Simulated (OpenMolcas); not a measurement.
Cr4+ (d2) among equal point charges was computed by CASSCF with the d shell active (OpenMolcas, ANO-RCC-VDZP on the metal). Its lowest spin-free states, and all those of the highest spin:

```csv
2S+1,Degeneracy,E (cm-1)
3,1,0.0
3,2,348.4
3,2,1126
3,2,1593
1,2,16305
1,2,16907
1,1,17154
3,2,19084
3,1,22378
1,1,23755
1,2,24050
1,2,24913
```

Question: Is the site octahedral, tetrahedral or cube-like, axial, or of lower symmetry?

Answer: The states with 2S+1 = 3 have orbital degeneracies 1, 2, 2, 2, 2, 1. There are pairs but no triples, so the site is axial: not cubic, but with a proper or improper axis of order three or more. The run had Cr4+ among 3 point charges of -1 e arranged as a planar triangle (D3h), 2.2 Å from the ion.

Spin-orbit coupling mixes the spin-free states strongly: the lowest level takes only 57 % from its leading state, 3A2. Without dynamic correlation the repulsion within the d shell is too large (B by tens of per cent), so at a given field states of lower spin stand too high. The ground term spreads over less than 5000 cm-1, several times less than with real ligands, so orbital moments are less quenched and χT lies further from the spin-only value than at real sites. This is an electrostatic model: the charges have no orbitals. An unlabelled pair can be two single states that coincide in this model. No measured value stands beside these numbers.
